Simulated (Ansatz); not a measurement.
Cl2Ni (SMILES [Cl][Ni][Cl]), triplet, at a GFN2-xTB geometry (such geometries of metal compounds can be far from the true shape); WB97X/6-31G** (Ansatz, a quantum-chemistry and plane-wave program).

Input for Ansatz:
Ansatz 0.2 input:
```yaml
crystal:
  periodic: [false, false, false]
  atoms:
    - {symbol: Ni, position_ang: [0.00000000, 0.00000000, 0.00000000]}
    - {symbol: Cl, position_ang: [0.00000000, 0.00000000, 1.93482584]}
    - {symbol: Cl, position_ang: [-0.00000000, -0.00000000, -1.93482584]}
basis:
  gaussian:
    orbitals: 6-31G__.json
hamiltonian:
  xc: {name: wB97X}
magnetization: {spin_polarized: true, initial_magnetization: 2}
accuracy: high
```
The basis file holds 6-31G** in the JSON format of the Basis Set Exchange.

The log (banner, timings and long lists left out):

```
Functional definition: wB97X
1336 factors; integrals over basis functions are off by at most 4.4e-9 eV
262 factors; integrals over basis functions are off by at most 2.3e-9 eV
mean field evaluation 1: about -66081.2924 eV, gradient 2.4e1 eV
mean field evaluation 2: about -66077.3420 eV, gradient 5.5e1 eV
mean field evaluation 4: about -66083.8632 eV, gradient 1.8e0 eV
mean field evaluation 8: about -66083.9616 eV, gradient 1.5e-1 eV
mean field evaluation 16: about -66083.9620 eV, gradient 2.4e-5 eV
mean field evaluation 32: about -66083.9620 eV, gradient 2.0e-7 eV
mean field evaluation 64: about -66083.9920 eV, gradient 5.5e-1 eV
mean field -66084.07538004 eV, -2428.5449768212 hartree, gradient 2.4e-8 eV, S^2 2.003811; 8 other end points of the search recorded, 0 dependent functions left out
reference -66084.07537688 eV, -2428.5449767051 hartree; 32, 30 occupied and 42, 44 virtual orbitals, 1336 factors
Total energy: -66084.07537688 eV, -2428.5449767051 hartree
```
